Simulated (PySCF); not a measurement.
Bonds (- single, = double, # triple, : aromatic): C1#C2, C2-C3, C3-C4, C3-N5, N5-Si6, N5-C7, C7=C8. C1 carries H9; C3 carries H10; C4 carries H11, H12, H13; Si6 carries H14, H15, H16; C7 carries H17; C8 carries H18, H19. Stereochemistry as in C#C[C@H](C)N([SiH3])C=C. H18 is cis to N5; H19 is trans to N5.

Computational details: coordinates at the GFN2-xTB level, σ from GIAO-PBE0/pcSseg-1, in PySCF 2.14 (relativity neglected, gas phase, one conformer, equivalent nuclei averaged).

Chemical shifts δ = σref − σ; TMS for 13C (186.93 ppm), 1H (31.72 ppm), 29Si (349.16 ppm); NH3 for 15N (267.73 ppm), all at this level.

```
      atoms  nucleus  count  Hirshfeld charge  δ (ppm)
        H19       1H      1              0.04     4.33
         C3      13C      1              0.04     51.6
         C1      13C      1             -0.11     80.1
        H18       1H      1              0.03        ?
         H9       1H      1              0.09     1.84
         C2      13C      1             -0.04     89.6
H14/H15/H16       1H      3             -0.08        ?
        Si6     29Si      1              0.36        ?
        H17       1H      1              0.04     7.00
        H10       1H      1              0.05     4.02
         C4      13C      1             -0.12        ?
         C7      13C      1              0.00    146.0
         N5      15N      1             -0.14     82.1
H11/H12/H13       1H      3              0.04        ?
         C8      13C      1             -0.16     90.8
```

Q: Complete the table.

A: 
- C4: 27.4 ppm, methyl carbon; a saturated carbon with 1 carbon neighbour and no heteroatom attached
- H14/H15/H16: 4.65 ppm, hydrogen on a silicon bonded to N
- H18: 4.07 ppm, hydrogen on a β carbon of an enol-ether or enamine type C=C; lone-pair donation from O or N shields it, upfield of ordinary alkene protons
- H11/H12/H13: 1.33 ppm, hydrogen on a methyl carbon
- Si6: -53.5 ppm, silicon bonded to N, 3 H

Shifts are as computed. Against solution values, carbons near 30 ppm lie about +3 ppm off and those near 130 ppm about +5 ppm. Of 1211 compounds with measured shifts, 218 miss one by over three times the rms of a fit or turn the order of signals round; such compounds aren't used in these exercises. Experimental scales use liquid or dissolved standards, which lie at an offset from isolated NH3 (liquid NH3: subtract about 20 ppm).
